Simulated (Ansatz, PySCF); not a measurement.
Breaking a bond: BH (anion, charge -1), lowest doublet found (which spin is the ground state isn't settled by this scan).

Methods: ROCCSDT(Q) = CCSDT(Q)/B on ROHF/aug-cc-pVTZ, frozen core in Ansatz (a first-principles code); UMP2/6-31G* = unrestricted MP2 (frozen core)/6-31G*, spherical d run with PySCF; ROCCSDT = Ansatz with CCSDT on ROHF/aug-cc-pVTZ, frozen core; UCCSD(T) = CCSD(T) on UHF/aug-cc-pVTZ, frozen core in Ansatz.

Energies are in kcal/mol, each relative to the lowest point of its own curve between 1.01 and 1.54 Å, where full CI is lowest.

```json
[
 {"R / Å": "0.82", "ROCCSDT(Q)": "86.1", "UMP2/6-31G*": "94.7", "ROCCSDT": "86.1", "UCCSD(T)": "86.3"},
 {"R / Å": "0.90", "ROCCSDT(Q)": "47.7", "UMP2/6-31G*": "53.7", "ROCCSDT": "47.7", "UCCSD(T)": "47.8"},
 {"R / Å": "0.95", "ROCCSDT(Q)": "31.5", "UMP2/6-31G*": "36.2", "ROCCSDT": "31.5", "UCCSD(T)": "31.7"},
 {"R / Å": "1.01", "ROCCSDT(Q)": "17.9", "UMP2/6-31G*": "21.3", "ROCCSDT": "17.9", "UCCSD(T)": "18.0"},
 {"R / Å": "1.04", "ROCCSDT(Q)": "12.9", "UMP2/6-31G*": "15.8", "ROCCSDT": "12.9", "UCCSD(T)": "13.0"},
 {"R / Å": "1.10", "ROCCSDT(Q)": "5.9", "UMP2/6-31G*": "7.9", "ROCCSDT": "5.9", "UCCSD(T)": "6.0"},
 {"R / Å": "1.13", "ROCCSDT(Q)": "3.6", "UMP2/6-31G*": "5.2", "ROCCSDT": "3.6", "UCCSD(T)": "3.7"},
 {"R / Å": "1.16", "ROCCSDT(Q)": "2.0", "UMP2/6-31G*": "3.2", "ROCCSDT": "2.0", "UCCSD(T)": "2.0"},
 {"R / Å": "1.20", "ROCCSDT(Q)": "0.6", "UMP2/6-31G*": "1.3", "ROCCSDT": "0.6", "UCCSD(T)": "0.6"},
 {"R / Å": "1.24", "ROCCSDT(Q)": "0.0", "UMP2/6-31G*": "0.3", "ROCCSDT": "0.0", "UCCSD(T)": "0.0"},
 {"R / Å": "1.29", "ROCCSDT(Q)": "0.1", "UMP2/6-31G*": "0.0", "ROCCSDT": "0.1", "UCCSD(T)": "0.1"},
 {"R / Å": "1.37", "ROCCSDT(Q)": "1.8", "UMP2/6-31G*": "1.0", "ROCCSDT": "1.8", "UCCSD(T)": "1.8"},
 {"R / Å": "1.45", "ROCCSDT(Q)": "4.6", "UMP2/6-31G*": "3.2", "ROCCSDT": "4.6", "UCCSD(T)": "4.6"},
 {"R / Å": "1.54", "ROCCSDT(Q)": "8.6", "UMP2/6-31G*": "6.4", "ROCCSDT": "8.6", "UCCSD(T)": "8.5"},
 {"R / Å": "1.69", "ROCCSDT(Q)": "15.7", "UMP2/6-31G*": "12.5", "ROCCSDT": "15.7", "UCCSD(T)": "15.7"},
 {"R / Å": "1.84", "ROCCSDT(Q)": "22.6", "UMP2/6-31G*": "18.5", "ROCCSDT": "22.7", "UCCSD(T)": "22.7"},
 {"R / Å": "2.02", "ROCCSDT(Q)": "30.0", "UMP2/6-31G*": "25.0", "ROCCSDT": "30.0", "UCCSD(T)": "30.1"},
 {"R / Å": "2.25", "ROCCSDT(Q)": "37.8", "UMP2/6-31G*": "33.7", "ROCCSDT": "37.8", "UCCSD(T)": "38.0"},
 {"R / Å": "2.52", "ROCCSDT(Q)": "44.8", "UMP2/6-31G*": "42.3", "ROCCSDT": "44.8", "UCCSD(T)": "45.3"},
 {"R / Å": "2.85", "ROCCSDT(Q)": "51.1", "UMP2/6-31G*": "50.1", "ROCCSDT": "51.2", "UCCSD(T)": "51.7"},
 {"R / Å": "3.30", "ROCCSDT(Q)": "57.0", "UMP2/6-31G*": "58.5", "ROCCSDT": "57.1", "UCCSD(T)": "57.4"},
 {"R / Å": "3.90", "ROCCSDT(Q)": "61.8", "UMP2/6-31G*": "66.4", "ROCCSDT": "61.8", "UCCSD(T)": "61.9"}
]
```

The T1 diagnostic of CCSD on the restricted reference of ROCCSDT(Q), ROCCSDT exceeds 0.045 at 2.52 to 3.90 Å. Where the anion isn't bound against loss of the electron, the finite basis alone holds it. The unrestricted determinant behind UMP2/6-31G* is spin-contaminated at 0.82 to 1.69, 2.52 to 3.90 Å (<S²> up to 1.7, against 0.75 for a pure doublet). The unrestricted determinant behind UCCSD(T) is spin-contaminated at 0.82 to 1.84, 2.52 to 3.90 Å (<S²> up to 1.2, against 0.75 for a pure doublet).
